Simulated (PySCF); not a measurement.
MN15 on Be (beryllium, neutral), [He] 2s1 3d1, high-spin 3D determinant (an excited configuration). Computed with PySCF 2.14 in aug-cc-pVTZ, with no relativity, point nucleus.

```
cycle= 1 E= -14.3466232556897  delta_E= -0.00264  |g|= 0.0196  |ddm|= 0.346
cycle= 2 E= -14.3470594775423  delta_E= -0.000436  |g|= 0.00781  |ddm|= 0.172
cycle= 3 E= -14.347151508823  delta_E= -9.2e-05  |g|= 0.000365  |ddm|= 0.0543
cycle= 4 E= -14.3471517299032  delta_E= -2.21e-07  |g|= 7.74e-05  |ddm|= 0.00346
cycle= 5 E= -14.3471517386794  delta_E= -8.78e-09  |g|= 4.14e-06  |ddm|= 0.000695
cycle= 6 E= -14.3471517387053  delta_E= -2.58e-11  |g|= 7.62e-07  |ddm|= 3.63e-05
converged SCF energy = -14.3471517387053  <S^2> = 2.0000108  2S+1 = 3.0000072
```

Highest occupied orbital energy: 1.029 eV; ⟨L²⟩ = 6.00; populations by l: s 3.00, p 0.00, d 1.00, f 0.00.

Can this result be used?

Not for this state. The run converged. The outer electron is Rydberg-like, and this basis confines it to a smaller radius and binds it less than a complete one would. At MN15 the highest occupied level has a positive energy, so only the finite basis holds that electron; for this excited configuration the basis is too tight for the outer shell.
